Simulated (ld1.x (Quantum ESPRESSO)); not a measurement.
Ge: one change to a TM potential, before and after

| Quantity | Value |
| --- | --- |
| Element | germanium (Ge) |
| Generator | ld1.x (Quantum ESPRESSO) 7.5 |
| Type | norm-conserving Troullier–Martins (Kleinman–Bylander form) |
| Functional | PBEsol |
| Relativity | scalar-relativistic |
| Frozen core | [Ar] |
| Valence charge | 14 |
| Reference configuration | 3d10 4s2 4p2 |
| Partial waves | 4s (bound): rc 1.30 bohr; 3d (bound): rc 1.05 bohr; 4p (bound): rc 1.65 bohr |
| Local potential | the p channel |
| Core correction | Bessel-smoothed model core inside 0.65 bohr |

All-electron outer shells of the reference configuration (PBEsol, scalar-relativistic, ld1.x):

```tsv
shell	level (eV)	outermost node (bohr)	outermost maximum (bohr)
3s	-168.12	0.26	0.54
3p	-115.43	0.23	0.54
3d	-29.31	–	0.50
4s	-11.74	0.77	1.75
4p	-3.90	0.82	2.22
```

Change: wave 4s (bound): rc 1.30 bohr becomes 4s (bound): rc 1.96 bohr.

Cutoffs: the cutoffs (Ry, on a coarse ladder) from which the occupation-weighted sum of valence levels, in a spherical-Bessel basis at the reference potential, stays within 10 and 1 mRy of its value at 400 Ry; they do not see the model core or the augmentation charge, which bear on the density cutoff. Errors are all-electron minus pseudo energies relative to the spin-unpolarised reference configuration.

Task: What does the change do?

Result: The bound ghost in s disappears; of the 7 tests that both files solve, the error grows in 1 and shrinks in 1 by more than 15 % and 0.3 meV (median size 1.9 → 4.4 meV).

| quantity | base | changed |
| --- | --- | --- |
| cutoff, loose | 230 Ry | 230 Ry |
| cutoff, tight | over 300 Ry | over 300 Ry |
| loose cutoff by channel (10 mRy a level) | s 40 Ry, d 200 Ry, p 6 Ry | s 12 Ry, d 200 Ry, p 6 Ry |
| bound ghosts | s | none |
| error for 3d10 4s2 4p1, meV [ΔE 7.45 eV] | -1.5 | -1.3 |
| error for 3d10 4s2 4p0, meV [ΔE 22.90 eV] | -13 | -11 |
| error for 3d10 4s1 4p0, meV [ΔE 57.69 eV] | -43 | -48 |
| error for 3d9 4s2 4p2, meV [ΔE 38.69 eV] | -824 | -870 |
| error for 3d10 4s2 4p2.3, meV [ΔE -0.88 eV] | +0.1 | +0.1 |
| error for 3d10 4s2 4p1.5, meV [ΔE 2.80 eV] | -0.4 | -0.3 |
| error for 3d10 4s1 4p3, meV [ΔE 7.98 eV] | -1.9 | -4.4 |

 A true bound ghost makes a file unfit for plane-wave use even where its test errors are small: the radial tests pick states by their node count and pass the ghost by.
